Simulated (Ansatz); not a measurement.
`CBC(N)C#N` at its PBE0-D4/def2-TZVP geometry, where that method's forces vanish. The species carries charge 0 and has multiplicity 1.

```tsv
atom	x (Å)	y (Å)	z (Å)
C1	-1.567	-0.777	0.798
B2	-0.412	-0.737	-0.225
C3	0.530	0.517	-0.418
N4	1.850	0.211	-0.931
C5	0.614	1.342	0.782
N6	0.654	1.991	1.730
H7	-1.871	0.192	1.197
H8	-2.436	-1.344	0.461
H9	-1.158	-1.344	1.652
H10	-0.193	-1.662	-0.958
H11	-0.109	1.100	-1.124
H12	2.303	1.022	-1.330
H13	1.795	-0.513	-1.634
```

Question: For each bond, give half the difference of the two atoms' forces along it (eV/Å; positive pushes the atoms apart) under PBE-D4, r2SCAN-D4, B3LYP-D4, ωB97M-V in def2-TZVPP. (Estimate.)

Answer: Ansatz gave: 
```
  bond  length (Å)  PBE-D4  r2SCAN-D4  B3LYP-D4  ωB97M-V
 C1–B2       1.544   -0.11      -0.03      0.08     0.12
 C1–H7       1.092    0.13      -0.01     -0.04    -0.06
 C1–H8       1.092    0.13      -0.01     -0.03    -0.06
 C1–H9       1.103    0.16       0.01     -0.04    -0.06
 B2–C3       1.580   -0.04      -0.01     -0.03    -0.07
B2–H10       1.201    0.09      -0.03     -0.16    -0.17
 C3–N4       1.450    0.12       0.21      0.27     0.22
 C3–C5       1.458   -0.74      -0.31      0.07     0.37
C3–H11       1.117    0.19       0.01     -0.12    -0.21
N4–H12       1.011    0.21      -0.02     -0.05    -0.06
N4–H13       1.010    0.23      -0.01     -0.06    -0.07
 C5–N6       1.150    1.49       0.58     -0.05    -0.37
```

B3LYP here is the variant with VWN-RPA as its local correlation; programs differ in this.
